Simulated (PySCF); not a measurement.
**Basis-set dependence of population analyses: `CNB(C)O`**

C2H8BNO.
SMILES with atom numbers: `[CH3:1][NH:2][B:3]([CH3:4])[OH:5]` (hydrogens: H6, H7, H8 on C1; H9 on N2; H10, H11, H12 on C4; H13 on O5)

PBE0 throughout (PySCF), one geometry, spherical d and f functions. Isolated species at its PBE0-D3(BJ)/def2-SVP geometry (one conformer only). Atoms taken as equivalent share a column and are averaged. The first 7 of 9 kinds of atom are listed.

Mulliken charges (e):

```json
{"basis": "STO-3G", "functions": "33", "C1": "-0.146", "N2": "-0.394", "B3": "+0.354", "C4": "-0.342", "O5": "-0.332", "H6/H7/H8": "+0.084", "H9": "+0.196"}
{"basis": "6-31G", "functions": "61", "C1": "-0.319", "N2": "-0.716", "B3": "+0.697", "C4": "-0.733", "O5": "-0.642", "H6/H7/H8": "+0.168", "H9": "+0.329"}
{"basis": "pcSseg-0", "functions": "61", "C1": "-0.414", "N2": "-0.855", "B3": "+0.946", "C4": "-1.075", "O5": "-0.655", "H6/H7/H8": "+0.223", "H9": "+0.329"}
{"basis": "6-31G*", "functions": "86", "C1": "-0.376", "N2": "-0.587", "B3": "+0.522", "C4": "-0.739", "O5": "-0.614", "H6/H7/H8": "+0.173", "H9": "+0.336"}
{"basis": "cc-pVDZ", "functions": "110", "C1": "-0.001", "N2": "-0.103", "B3": "-0.049", "C4": "-0.203", "O5": "-0.133", "H6/H7/H8": "+0.041", "H9": "+0.090"}
{"basis": "def2-SVP", "functions": "110", "C1": "+0.041", "N2": "-0.198", "B3": "-0.025", "C4": "-0.227", "O5": "-0.175", "H6/H7/H8": "+0.037", "H9": "+0.139"}
{"basis": "6-311+G(2d,p)", "functions": "183", "C1": "-0.391", "N2": "-0.481", "B3": "+0.910", "C4": "-0.758", "O5": "-0.689", "H6/H7/H8": "+0.141", "H9": "+0.235"}
{"basis": "aug-cc-pVDZ", "functions": "187", "C1": "+0.781", "N2": "-0.116", "B3": "+0.706", "C4": "+0.611", "O5": "-0.438", "H6/H7/H8": "-0.206", "H9": "-0.167"}
{"basis": "def2-TZVP", "functions": "203", "C1": "-0.274", "N2": "-0.309", "B3": "+0.236", "C4": "-0.519", "O5": "-0.443", "H6/H7/H8": "+0.125", "H9": "+0.217"}
{"basis": "IGLO-III", "functions": "255", "C1": "-0.326", "N2": "-0.345", "B3": "+0.660", "C4": "-0.610", "O5": "-0.558", "H6/H7/H8": "+0.116", "H9": "+0.196"}
{"basis": "cc-pVTZ", "functions": "262", "C1": "-0.199", "N2": "-0.120", "B3": "+0.089", "C4": "-0.403", "O5": "-0.275", "H6/H7/H8": "+0.089", "H9": "+0.145"}
```

IAO charges (e):

```json
{"basis": "STO-3G", "functions": "33", "C1": "-0.304", "N2": "-0.343", "B3": "+0.298", "C4": "-0.534", "O5": "-0.378", "H6/H7/H8": "+0.132", "H9": "+0.215"}
{"basis": "6-31G", "functions": "61", "C1": "-0.317", "N2": "-0.409", "B3": "+0.375", "C4": "-0.604", "O5": "-0.548", "H6/H7/H8": "+0.142", "H9": "+0.267"}
{"basis": "pcSseg-0", "functions": "61", "C1": "-0.302", "N2": "-0.393", "B3": "+0.349", "C4": "-0.595", "O5": "-0.521", "H6/H7/H8": "+0.137", "H9": "+0.260"}
{"basis": "6-31G*", "functions": "86", "C1": "-0.288", "N2": "-0.421", "B3": "+0.406", "C4": "-0.588", "O5": "-0.555", "H6/H7/H8": "+0.133", "H9": "+0.259"}
{"basis": "cc-pVDZ", "functions": "110", "C1": "-0.287", "N2": "-0.413", "B3": "+0.387", "C4": "-0.587", "O5": "-0.551", "H6/H7/H8": "+0.133", "H9": "+0.261"}
{"basis": "def2-SVP", "functions": "110", "C1": "-0.278", "N2": "-0.407", "B3": "+0.381", "C4": "-0.578", "O5": "-0.546", "H6/H7/H8": "+0.130", "H9": "+0.258"}
{"basis": "6-311+G(2d,p)", "functions": "183", "C1": "-0.298", "N2": "-0.434", "B3": "+0.405", "C4": "-0.607", "O5": "-0.577", "H6/H7/H8": "+0.139", "H9": "+0.270"}
{"basis": "aug-cc-pVDZ", "functions": "187", "C1": "-0.297", "N2": "-0.431", "B3": "+0.399", "C4": "-0.603", "O5": "-0.575", "H6/H7/H8": "+0.138", "H9": "+0.269"}
{"basis": "def2-TZVP", "functions": "203", "C1": "-0.297", "N2": "-0.433", "B3": "+0.408", "C4": "-0.607", "O5": "-0.576", "H6/H7/H8": "+0.138", "H9": "+0.268"}
{"basis": "IGLO-III", "functions": "255", "C1": "-0.299", "N2": "-0.436", "B3": "+0.408", "C4": "-0.608", "O5": "-0.579", "H6/H7/H8": "+0.139", "H9": "+0.270"}
{"basis": "cc-pVTZ", "functions": "262", "C1": "-0.298", "N2": "-0.432", "B3": "+0.407", "C4": "-0.608", "O5": "-0.574", "H6/H7/H8": "+0.138", "H9": "+0.268"}
```

Hirshfeld charges (e):

```csv
basis,functions,C1,N2,B3,C4,O5,H6/H7/H8,H9
STO-3G,33,+0.028,-0.188,+0.152,-0.121,-0.190,+0.016,+0.106
6-31G,61,-0.045,-0.183,+0.173,-0.180,-0.274,+0.036,+0.123
pcSseg-0,61,-0.048,-0.178,+0.176,-0.190,-0.271,+0.036,+0.120
6-31G*,86,-0.048,-0.185,+0.173,-0.179,-0.268,+0.035,+0.123
cc-pVDZ,110,-0.056,-0.181,+0.179,-0.196,-0.259,+0.037,+0.122
def2-SVP,110,-0.058,-0.184,+0.185,-0.200,-0.266,+0.038,+0.123
"6-311+G(2d,p)",183,-0.061,-0.200,+0.200,-0.196,-0.274,+0.041,+0.124
aug-cc-pVDZ,187,-0.068,-0.198,+0.201,-0.204,-0.270,+0.043,+0.123
def2-TZVP,203,-0.065,-0.196,+0.200,-0.200,-0.274,+0.041,+0.125
IGLO-III,255,-0.069,-0.199,+0.204,-0.203,-0.273,+0.043,+0.124
cc-pVTZ,262,-0.065,-0.194,+0.200,-0.202,-0.271,+0.041,+0.124
```

Some averages cover members that differ in this geometry, most widely: H6/H7/H8, Mulliken in aug-cc-pVDZ -0.268 to -0.172 e.

Question: Which scheme is steadiest as the basis changes?

Answer: Largest range over the bases for any column: Hirshfeld 0.10 e, IAO 0.20 e, Mulliken 1.69 e. Hirshfeld charges move least and Mulliken charges most, counted in e. Without the minimal STO-3G basis the ranges are Hirshfeld 0.03, IAO 0.06, Mulliken 1.69 e.

Question: How much do the charges still move between the two largest bases, IGLO-III and cc-pVTZ?

Answer: At most, over all atoms: Mulliken 0.571 e, IAO 0.005 e, Hirshfeld 0.005 e.

Question: What do the same runs give for the total energy, the frontier levels and the dipole moment?

Answer: 
```tsv
basis	energy (Eh)	HOMO (eV)	LUMO (eV)	μ (D)
STO-3G	-232.6748	-4.06	5.59	0.19
6-31G	-235.6039	-6.53	2.29	1.12
pcSseg-0	-235.1381	-6.67	1.95	1.06
6-31G*	-235.6614	-6.53	2.37	0.70
cc-pVDZ	-235.6868	-6.61	1.82	0.63
def2-SVP	-235.5055	-6.68	1.70	0.72
6-311+G(2d,p)	-235.7515	-6.90	0.04	0.85
aug-cc-pVDZ	-235.7076	-6.89	-0.16	0.81
def2-TZVP	-235.7689	-6.87	0.85	0.78
IGLO-III	-235.7780	-6.89	0.50	0.82
cc-pVTZ	-235.7642	-6.83	1.10	0.73
```

The dipole is fixed by the density alone, so its range of 0.93 D shows that the density itself changes with the basis, not only its division among atoms.
